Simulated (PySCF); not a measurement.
**Name the molecule from its bond curve**

A diatomic of charge +1 contains Ca. Its triplet curve at PBE in a double-zeta basis (spin-free X2C with a Gaussian nucleus, PySCF), in eV from the separated fragments:

```
R (Å)  E (eV)
1.852  -1.271
1.939  -1.677
2.025  -1.902
2.089  -1.983
2.154  -2.009
2.219  -1.992
2.305  -1.922
2.413  -1.782
2.542  -1.576
2.714  -1.285
```

The fit gives ωe = 511 cm⁻¹ and the rotational constant Bₑ = 0.3491 cm⁻¹.

Problem. Which atom is the partner?

Solution. The minimum lies at 2.158 Å, so the reduced mass is 16.8576 u Å² cm⁻¹/(Bₑ·Re²) = 10.37 u. With Ca at 39.96 u the partner weighs about 14.0 u: N. The molecule is CaN⁺.

The state was picked by a PBE0 search and need not be the measured ground state.
